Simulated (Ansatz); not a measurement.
`[Cl][GeH2][SiH2]Br` + NH₃ → `[NH2][GeH2][Cl]` + `[SiH3]Br` at 700 K and 1 bar (cleavage of the Ge–Si bond).

Isolated molecules relaxed with PBE0-D4/def2-TZVP in Ansatz; ΔE leaves out vibrations. CCSD(T)/CBS adds triple-zeta CCSD(T) − MP2 to the extrapolated MP2 energy (def2 sets, frozen cores). This one scheme is used for every species. For Br, Ge outer-core shells are correlated without core-valence functions, which leaves a few kJ/mol of doubt a bond. Scalar relativity is left out up to krypton. Each species was taken in one conformer, which may not be the lowest.

```csv
species,CCSD(T)/CBS energy (Eh),H − E (kJ/mol),S (J/(mol·K))
`[Cl][GeH2][SiH2]Br`,-5400.77665,167.4,490.5
NH₃,-56.50880,116.9,226.5
`[NH2][GeH2][Cl]`,-2593.05183,169.8,389.6
`[SiH3]Br`,-2864.23411,106.5,319.2
```

H − E and S are ideal-gas, rigid-rotor, harmonic terms from PBE0-D4/def2-TZVP, for one conformer and one mirror image of each species. 1 Eh = 2625.50 kJ/mol, R = 8.31446 J/(mol·K).

By hand: ΔE, ΔH, ΔS and ΔG.

ΔE = (-2593.05183) + (-2864.23411) − (-5400.77665) − (-56.50880) = -0.00049 Eh = -1.3 kJ/mol. Δ(H − E) = 169.8 + 106.5 − 167.4 − 116.9 = -8.0, so ΔH = -9.3 kJ/mol. ΔS = 389.6 + 319.2 − 490.5 − 226.5 = -8.2 J/(mol·K). ΔG = -9.3 − 700 × (-8.2)/1000 = -3.6 kJ/mol.

By hand: the equilibrium constant, and the temperature at which ΔG would vanish if ΔH and ΔS stayed fixed.

log₁₀ K = −ΔG/(RT ln 10) = 0.3. ΔG = 0 at ΔH/ΔS = 1134 K, though so small a ΔH makes that figure unsure.

TΔS isn't small against ΔH here. The sign of ΔG lies within the doubt. A doubt of 5 kJ/mol in ΔE shifts log₁₀ K by 0.4 here. Other conformers and mirror images would add mixing entropy, several J/(mol·K) or more a flexible species. Modes under 60 cm⁻¹, often nearly free rotors, make the harmonic entropy too high. These are equilibria of isolated gas molecules and say nothing of rates. Largest T1 diagnostic: 0.010 (customary marks: 0.02 for closed shells, 0.045 for open ones).
